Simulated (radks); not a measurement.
Task: The nickel ion Ni3+, configuration [Ne] 3s2 3p5 3d8 (not the ground configuration). Calculated with a radial shooting solver on a logarithmic mesh with Libxc functionals: scalar-relativistic Kohn-Sham, BLYP, spin-polarised, spherical densities, finite nucleus; open shells are filled with parallel spins first; Fermi nuclear charge, rms radius 3.7757 fm. Some entries of the table are withheld. Estimate them.

| orbital | occ. | eigenvalue (hartree) | <1/r> (bohr^-1) |
|---|---|---|---|
| 1s up | 1 | -303.5681 | 28.09 |
| 1s down | 1 | -303.5478 | 28.09 |
| 2s up | 1 | -37.66045 | 6.070 |
| 2s down | 1 | -37.60054 | 6.075 |
| 2p up | 3 | -32.64152 | (1) |
| 2p down | 3 | -32.58495 | (2) |
| 3s up | 1 | (3) | 1.937 |
| 3s down | 1 | (4) | 1.927 |
| 3p up | 3 | (5) | 1.798 |
| 3p down | 2 | (6) | 1.785 |
| 3d up | 5 | -1.81660 | 1.474 |
| 3d down | 3 | -1.68831 | 1.447 |

Result: 
(1) 2p up <1/r> (bohr^-1): 5.961
(2) 2p down <1/r> (bohr^-1): 5.964
(3) 3s up eigenvalue (hartree): -5.63104
(4) 3s down eigenvalue (hartree): -5.47996
(5) 3p up eigenvalue (hartree): -4.16657
(6) 3p down eigenvalue (hartree): -4.02042
